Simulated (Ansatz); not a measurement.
`BC(C)CC` and `BC(C)C` differ in one atom or group.

Ansatz, PBE0-D4/def2-TZVP geometries, multiplicity 1. Each molecule was computed in one conformer, which needn't be the lowest.

| property | `BC(C)CC` |
| --- | --- |
| size of the dipole moment (PBE/def2-TZVPP) / D | 0.89 |
| HOMO energy (B3LYP/def2-TZVPP) / eV | -8.15 |
| LUMO energy (B3LYP/def2-TZVPP) / eV | -1.43 |
| LUMO energy (PBE0/def2-TZVPP) / eV | -1.19 |
| size of the dipole moment (ωB97M-V/def2-TZVPP) / D | 0.79 |
| HOMO–LUMO gap (B3LYP/def2-TZVPP) / eV | 6.72 |

(1) Give the same properties after the change, and the shifts. (Best estimate.)

Answers

(1) The calculation gave: 
| property | `BC(C)C` | shift |
| --- | --- | --- |
| size of the dipole moment (PBE/def2-TZVPP) / D | 0.75 | -0.14 |
| HOMO energy (B3LYP/def2-TZVPP) / eV | -8.17 | -0.02 |
| LUMO energy (B3LYP/def2-TZVPP) / eV | -1.44 | -0.01 |
| LUMO energy (PBE0/def2-TZVPP) / eV | -1.19 | 0.00 |
| size of the dipole moment (ωB97M-V/def2-TZVPP) / D | 0.66 | -0.13 |
| HOMO–LUMO gap (B3LYP/def2-TZVPP) / eV | 6.73 | 0.01 |

The zero-point energy changes by -76.2 kJ/mol with -9 modes. Dipoles are sizes alone; their direction can turn.

Positive LUMOs are unbound, so they and the gaps depend on the basis.

B3LYP here is the variant with VWN-RPA as its local correlation; programs differ in this.
